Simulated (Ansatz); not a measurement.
Species: C2H8NSi (charge 0, doublet). It need not be the lowest isomer of its formula. SMILES: C[Si](C)N
Geometry from a B3LYP-D3(BJ)/def2-TZVP (Ansatz, a quantum-chemistry and plane-wave program) optimisation:
```xyz
12

Si     0.3981     0.0729    -0.1710
C     -0.6279    -1.0339    -1.3012
C     -0.4908     1.6976     0.1833
N      0.5568    -0.7603     1.3476
H     -0.7637    -0.5680    -2.2789
H     -1.6144    -1.2104    -0.8614
H     -0.1464    -2.0010    -1.4590
H     -1.4784     1.5011     0.6122
H     -0.6210     2.2748    -0.7339
H      0.0701     2.3157     0.8870
H      0.9338    -0.2704     2.1457
H      0.8610    -1.7229     1.3563
```
Charge 0, spin multiplicity 2.

Atomisation energy built up term by term with Ansatz (kcal/mol; UHF references for open shells; valence terms freeze the core; atomic spin-orbit terms are left out). CBS(X,Y): correlation extrapolated as X^-3; Hartree-Fock from the larger set.

```csv
term,basis,kcal/mol
Hartree-Fock,cc-pV(Q+d)Z,765.52
CCSD correlation,"CBS(cc-pV(T+d)Z,cc-pV(Q+d)Z)",251.95
(T),"CBS(cc-pV(T+d)Z,cc-pV(Q+d)Z)",13.67
core correlation,cc-pwCVTZ,3.00
scalar relativity (X2C),cc-pVTZ-DK against cc-pVTZ,-1.28
sum: De,,1032.9
```

(T) makes 1.3 % of the CCSD(T) atomisation energy; under 5 % is typical of single-reference molecules.
